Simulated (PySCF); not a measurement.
C₄H₇FO₂, SMILES C(O)COC(F)=C. Atoms are numbered in the order given.

```xyz
14

C      2.3703     0.5946    -0.5741
C      1.4317     0.0137     0.1710
F      1.7199    -0.9878     1.0171
O      0.1430     0.3640     0.2075
C     -0.8366    -0.6901     0.1633
C     -2.1873    -0.0088     0.0890
O     -2.3128     0.7846    -1.0632
H      2.0913     1.3821    -1.2718
H      3.4129     0.3005    -0.4643
H     -0.7532    -1.3255     1.0595
H     -0.6620    -1.3047    -0.7370
H     -2.9729    -0.7806     0.0520
H     -2.3409     0.5767     1.0188
H     -1.5634     1.3971    -1.0600
```

Geometry optimised at B3LYP-D3(BJ)/def2-SVP. The structure was generated by enumeration, and PubChem lists no compound with its InChIKey, so it may never have been made. Other conformers were not sampled.

The numbers are results of PySCF with r2SCAN/def2-TZVP, not measurements.

Gas-phase values at a fixed geometry.

| Item | Result |
|---|---|
| total energy | -406.84650 hartree |
| highest occupied level | -6.12 eV |
| lowest empty level | -0.22 eV |
| orbital gap | 5.90 eV |
| dipole moment | 0.59 D |
| quadrupole, principal values (traceless, Buckingham form, about the centre of nuclear charge) | -10.35, 0.64, 9.71 D·Å |
| mean static polarisability | 59.9 bohr³ (8.88 Å³) |
| polarisability, principal values | 45.6, 55.8, 78.3 bohr³ |
